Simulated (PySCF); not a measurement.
[TaH3(C2H4)]+: from a saddle point downhill

PySCF 2.14.0, UKS B3LYP, Ta def2-SVP with ECP60, H def2-SVP, C def2-SVP; non-relativistic Hamiltonian with scalar-relativistic core potentials where named; density fitting; no spin-orbit coupling. Relaxed within the symmetry of its start, the geometry (C2v) is

```xyz
10

Ta    0.0000    0.2394    0.0000
H     0.9987    1.8183    0.0000
H     0.0000    2.1525    0.0000
H    -0.9987    1.8183    0.0000
C     0.0000   -1.6983    0.7729
C     0.0000   -1.6983   -0.7729
H    -0.9154   -2.0814    1.2522
H     0.9154   -2.0814    1.2522
H    -0.9154   -2.0814   -1.2522
H     0.9154   -2.0814   -1.2522
```

and its lowest harmonic modes are -1019, 277, 328, 380, 447, 570 cm⁻¹ (negative: unstable). It was moved along the lowest mode and relaxed again, within the group Cs that the move left.

Task: Where does it end, and how much lower?

Result: In Cs, 0.417 eV lower, after 12 steps:
```xyz
10

Ta    0.1857    0.2114    0.0000
H     1.0477    2.2411    0.0000
H     0.2794    2.4222    0.0000
H    -1.3252    1.0941    0.0000
C    -0.0104   -1.6829    0.7805
C    -0.0104   -1.6829   -0.7805
H    -0.9532   -1.9914    1.2595
H     0.8722   -2.1568    1.2447
H    -0.9532   -1.9914   -1.2595
H     0.8722   -2.1568   -1.2447
```

Task: How do the contacts change?

Result: 
```json
{"contact": "Ta1–H2 (H)", "saddle (Å)": "1.868", "end (Å)": "2.205"}
{"contact": "Ta1–H3 (H)", "saddle (Å)": "1.913", "end (Å)": "2.213"}
{"contact": "Ta1–H4 (H)", "saddle (Å)": "1.868", "end (Å)": "1.750"}
{"contact": "Ta1–C5 (C2H4)", "saddle (Å)": "2.086", "end (Å)": "2.058"}
```
Short contacts between ligands at the end: H2···H3 0.79 Å.

Task: Is the end a minimum?

Result: Yes; lowest modes 196, 235, 362, 401, 485, 549 cm⁻¹.

Some metal–ligand contacts ended over 25 % longer than in the template from which the work began, so those ligands are loosely bound or lost. Open shells may have lower solutions than the one found.

State: doublet.
